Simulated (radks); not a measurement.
Polarisabilities and homonuclear dispersion coefficients (atomic units). Method: scalar-relativistic Kohn-Sham, LDA (Slater exchange, VWN5 correlation), spin-polarised, spherical densities, finite nucleus; open shells are filled with parallel spins first (spin-orbit coupling, left out, can overturn this in heavy ions); Fermi nuclear charge, rms radius of each element as measured or else 0.836 A^(1/3) + 0.57 fm; computed with a radial shooting solver on a logarithmic mesh with Libxc functionals. Response by self-consistent Sternheimer equations with the Hartree and adiabatic LDA kernel, the relativistic mass of each level held fixed and spin-orbit coupling left out. For heavy and open-shell atoms this level of theory can miss by tens of per cent. "Uncoupled" leaves out the induced potential. Quadrupole and octupole values are given only where no p, d or f shell is open.

Ag: configuration [Kr] 4d10 5s1; alpha1 (bohr^3) 44.73; alpha1, uncoupled 71.93; alpha2 (bohr^5) 401.1; alpha3 (bohr^7) 7387; C6 353.5; C8 16780; recommended alpha1 55 +/- 8
Ag+: configuration [Kr] 4d10; alpha1 (bohr^3) 10.73; alpha1, uncoupled 16.91; alpha2 (bohr^5) 72.91; alpha3 (bohr^7) 459.0; C6 64.53; C8 1475
Ag2+: configuration [Kr] 4d9; alpha1 (bohr^3) 6.277; alpha1, uncoupled 9.547; C6 32.70
Ag3+: configuration [Kr] 4d8; alpha1 (bohr^3) 4.163; alpha1, uncoupled 6.202; C6 18.93
Ag4+: configuration [Kr] 4d7; alpha1 (bohr^3) 2.971; alpha1, uncoupled 4.385; C6 11.86
Ag5+: configuration [Kr] 4d6; alpha1 (bohr^3) 2.229; alpha1, uncoupled 3.282; C6 7.834
Ag6+: configuration [Kr] 4d5; alpha1 (bohr^3) 1.733; alpha1, uncoupled 2.559; C6 5.375

Recommended values: Schwerdtfeger and Nagle, table of static dipole polarisabilities (2023 update), measured or computed.
